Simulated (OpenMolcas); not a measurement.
C+: the spin-orbit constant, worked from levels

```
Program             : OpenMolcas 26.06
Basis               : ANO-RCC [8s8p4d3f2g]
Scalar Hamiltonian  : DKH2, point nucleus
Active space        : 3 electrons in 8 orbitals (2s 2p 3s 3p)
State averaging     : 2S+1 = 4 odd, 1 root; 2S+1 = 2 odd, 11 roots; 2S+1 = 4 even, 3 roots; 2S+1 = 2 even, 9 roots
Spin-orbit coupling : state interaction with AMFI integrals over the reference wave functions, term energies averaged over their components
```

Methods: CASSCF; MS-CASPT2, IPEA 0.25 Eh, imaginary shift 0.1 Eh (closed shells correlated: 1s). Measured levels: NIST Handbook of Basic Atomic Spectroscopic Data.

**The spin-orbit constant.** For the Hund term 2P* of p1, E(J) = (A/2) J(J+1) + constant and ζ = 2S·A = A. From J = 1/2 to J = 3/2 the energy changes by 1.5 A.

```
   Source  E(3/2) - E(1/2)     A   ζ
   CASSCF             58.9  39.3  39
MS-CASPT2             59.5  39.7  40
 measured             63.4  42.3  42
```

All in cm-1. MS-CASPT2 is off by -6.2 % and CASSCF by -7.1 %. Both methods take the spin-orbit matrix elements from the reference wave functions, so the second can move ζ only through the term energies and any multistate remixing.

The run also gave levels led by 2s2 3p, which use shells meant for correlation; these and all levels above them are left out. Without dynamic correlation excited terms often stand tens of per cent too high (terms of higher spin than the ground term too low), and those without a measured partner can miss by more than the paired ones (holds for CASSCF). Computed and measured levels are paired by configuration, term and J; levels that our copy of the source lacks, or whose pairing is in doubt (as where it misses far off the trend of its configuration), stay unpaired and out of the deviations. Levels of configurations outside the active space are missing.

* marks odd parity.
